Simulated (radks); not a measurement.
Tm III, configuration [Xe] 4f13 (the NIST ground configuration). Calculated with a radial shooting solver on a logarithmic mesh with Libxc functionals: Dirac Kohn-Sham, PBE, spin-unpolarised, spherical densities, finite nucleus; open shells fill j = l - 1/2 first; Fermi nuclear charge, rms radius 5.2256 fm.

Normalised radial functions P(r) = r R(r) (large component), r in bohr:

```
   r/bohr * 4d5/2, o 5p1/2 (the largest magnitude, 1.46, reaches the edge; | marks zero, & curves that meet)
 0.002857                             &
 0.003326                             &
 0.003872                             &
 0.004507                             &
 0.005247                             *o
 0.006108                             *o
 0.007111                             *o
 0.008213                             *o
 0.009561                             *o
  0.01113                             * o
  0.01296                             * o
  0.01508                             * o
  0.01756                             *  o
  0.02044                             |* o
   0.0238                             |* o
  0.02771                             |*  o
  0.03225                             | * o
  0.03755                             |  *o
  0.04371                             |   &
  0.05089                             |   o*
  0.05924                             |  o   *
  0.06897                             | o      *
  0.08029                             o          *
  0.09347                           o |            *
   0.1088                         o   |              *
   0.1267                        o    |               *
   0.1475                       o     |              *
   0.1717                       o     |            *
   0.1999                         o   |       *
   0.2327                            o| *
   0.2709                       *     |  o
   0.3153                *            |     o
   0.3671         *                   |        o
   0.4274    *                        |        o
   0.4975  *                          |     o
   0.5792   *                         | o
   0.6743       *                 o   |
    0.785           *       o         |
   0.9139              o  *           |
    1.055            o        *       |
    1.229           o            *    |
     1.43            o              * |
    1.665               o            *|
    1.939                  o          *
    2.257                      o      *
    2.627                         o   *
    3.058                           o *
    3.561                            o*
    4.145                             &
    4.826                             &
    5.618                             &
     6.54                             &
    7.613                             &
    8.863                             &
    10.32                             &
```

4d5/2: eigenvalue -182.25 eV, 1 radial node at r = 0.243 bohr, <r> = 0.577 bohr, 90 % of the charge inside 0.868 bohr. 5p1/2: eigenvalue -45.547 eV, 3 radial nodes at r = 0.0812, 0.241, 0.608 bohr, <r> = 1.39 bohr, 90 % of the charge inside 2.04 bohr.
